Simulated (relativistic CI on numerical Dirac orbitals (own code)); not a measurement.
**Line list: Electric-dipole lines, Ho⁴⁸⁺**

Computed by Dirac-Coulomb-Breit CI, separate exchange-only KLI orbitals for each configuration, a model potential for QED, unscaled Slater integrals (own radial code, finite nucleus).

Configurations in the expansion (outside the closed core [Ne]): 3s2 3p6 3d, 3s2 3p5 3d2, 3s 3p6 3d2, 3s2 3p6 4s, 3s2 3p6 4p, 3s2 3p6 4d, 3s2 3p5 3d 4s, 3s2 3p6 4f, 3s2 3p5 3d 4p, 3p6 3d3, 3p5 3d4, 3p5 3d3 4s. Double excitations out of closed p, d and f shells are left out; levels of such configurations are missing from the list, as are those of other unlisted configurations, and high levels can miss mixing partners. These lack a partner that the ground configuration has and come out too high: 3s2 3p5 3d 4p.

```csv
λ vac (Å),Lower,Upper,A (s⁻¹),gf,Branching (%)
25.204,3s2 3p6 3d 2D_3/2 [1],3s2 3p5 3d2 4D°_3/2 [37],8.23e+11,3.14e-01,99.3
25.630,3s2 3p6 3d 2D_3/2 [1],3s2 3p5 3d2 2D°_3/2 [35],3.15e+12,1.24e+00,99.0
25.751,3s2 3p6 3d 2D_5/2 [2],3s2 3p5 3d2 2P°_3/2 [42],2.64e+12,1.05e+00,99.5
25.828,3s2 3p6 3d 2D_3/2 [1],3s2 3p5 3d2 2P°_1/2 [33],2.07e+12,4.14e-01,100.0
26.134,3s2 3p6 3d 2D_5/2 [2],3s2 3p5 3d2 2D°_5/2 [41],2.79e+12,1.71e+00,99.9
26.247,3s2 3p6 3d 2D_5/2 [2],3s2 3p5 3d2 2F°_7/2 [40],1.70e+12,1.40e+00,100.0
28.054,3s2 3p6 3d 2D_3/2 [1],3s2 3p5 3d2 4G°_5/2 [32],6.35e+11,4.50e-01,100.0
30.336,3s2 3p5 3d2 2H°_11/2 [13],3s 3p6 3d2 2G_9/2 [54],1.31e+12,1.81e+00,58.7
30.391,3s2 3p5 3d2 4F°_5/2 [5],3s 3p6 3d2 4F_5/2 [49],5.60e+11,4.65e-01,24.9
30.413,3s2 3p5 3d2 4G°_11/2 [22],3s 3p6 3d2 4F_9/2 [59],1.30e+12,1.80e+00,59.1
30.416,3s2 3p5 3d2 4F°_7/2 [10],3s 3p6 3d2 4F_5/2 [52],8.22e+11,6.84e-01,37.4
30.520,3s2 3p5 3d2 4D°_3/2 [3],3s 3p6 3d2 4F_3/2 [48],7.75e+11,4.33e-01,34.9
30.607,3s2 3p5 3d2 2G°_7/2 [6],3s 3p6 3d2 4F_5/2 [49],1.38e+12,1.16e+00,61.3
30.671,3s2 3p5 3d2 4G°_9/2 [9],3s 3p6 3d2 4F_7/2 [51],1.27e+12,1.43e+00,57.0
38.310,3s2 3p6 3d 2D_3/2 [1],3s2 3p5 3d2 2P°_1/2 [23],8.19e+11,3.60e-01,100.0
38.676,3s2 3p6 3d 2D_5/2 [2],3s2 3p5 3d2 2P°_3/2 [31],6.74e+11,6.04e-01,99.9
39.051,3s2 3p6 3d 2D_3/2 [1],3s2 3p5 3d2 2F°_5/2 [21],8.01e+11,1.10e+00,100.0
39.069,3s2 3p6 3d 2D_5/2 [2],3s2 3p5 3d2 2D°_5/2 [30],8.04e+11,1.10e+00,94.8
40.038,3s2 3p6 3d 2D_3/2 [1],3s2 3p5 3d2 2D°_3/2 [20],5.23e+11,5.03e-01,99.6
40.914,3s2 3p6 3d 2D_5/2 [2],3s2 3p5 3d2 2F°_7/2 [28],2.71e+11,5.45e-01,100.0
```

Terms are leading LS components. Brackets give the number of a level in order of energy, since labels repeat. The list gives strong lines, with weight on those to low levels, without lines whose two gauges differ by over a factor of 2.5, among the lowest 200 of 570 levels, so that lines to higher ones, which can be the strongest, are missing. Levels whose partners in the same complex of configurations lie outside the list can be far off, and so can their lines. Rates are taken at the computed energies, electric ones in the length gauge.

At this charge energies of transitions that change n are usually good to better than 1 %, and those within a shell (Δn = 0) to a few per cent.

LS names give the leading component of a level, which can be under half, so a name can repeat, a term be missing and a line seem to break the LS rules.
